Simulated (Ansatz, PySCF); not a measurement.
Molecule: SiN$_{3}$H$_{6}$Cl, net charge 0, singlet state. SMILES: N[Si](Cl)(N)N
Geometry: optimised at B3LYP-D3(BJ)/def2-TZVP (Ansatz, a program for electronic structure).

Wanted: atomisation energy, in kcal/mol. Terms: no spin-orbit coupling; UHF or UKS for open shells; valence correlation only; 6-311+G** with 5d, 6d on Na to Ar in Ansatz; non-relativistic; dispersion terms only where a functional's name holds one; 6-31G* and kin with 6d, 5d where marked; atomisation electronic, to ground-state atoms. CBS(X,Y): correlation extrapolated as X^-3; Hartree-Fock from the larger set. Ab initio and DFT rows: single points at B3LYP-D3(BJ) geometries (Ansatz).

Coupled cluster (Ansatz) is a level with limits of its own, used here on species with T1 under 0.025 (0.045 for open shells) and stable references: CCSD(T)/CBS(aug-cc-pV(T+d)Z,aug-cc-pV(Q+d)Z).

Value to compare with, CCSD(T)/CBS(aug-cc-pV(T+d)Z,aug-cc-pV(Q+d)Z) (Ansatz): 939.9 kcal/mol.

```tsv
level	program	atomisation energy (kcal/mol)	difference
HF/6-311+G**	Ansatz	619.9	-320.0
SVWN5/6-31G*	Ansatz	1045.5	105.6
PBE/3-21G	Ansatz	885.7	-54.2
BP86/6-31G* (5d)	PySCF	932.7	-7.2
B3LYP/STO-3G	Ansatz	977.4	37.5
B3LYP/6-31G	Ansatz	834.3	-105.6
B3LYP/6-31G*	Ansatz	899.3	-40.6
B3LYP/6-31G**	Ansatz	913.3	-26.6
PBE0/6-311+G**	Ansatz	912.9	-27.0
MP2/STO-3G	Ansatz	756.7	-183.2
B3LYP-D3(BJ)/def2-TZVPD	Ansatz + dftd3	939.5	-0.4
```

Among the 10 habitual levels, HF/6-311+G** lies farthest from CCSD(T)/CBS(aug-cc-pV(T+d)Z,aug-cc-pV(Q+d)Z) (Ansatz) (-320.0 kcal/mol) and BP86/6-31G* (5d) nearest (-7.2); 2 of 10 lie above it, and their mean absolute difference is 90.8 kcal/mol, the median 47.4. One case shows no general order.

The levels are drawn from those run, B3LYP/6-31G* more often than the rest, none by its result; left out are runs that failed, that the program found above a lower state of the same kind, or whose <S^2> lies over 0.5 above the pure value.
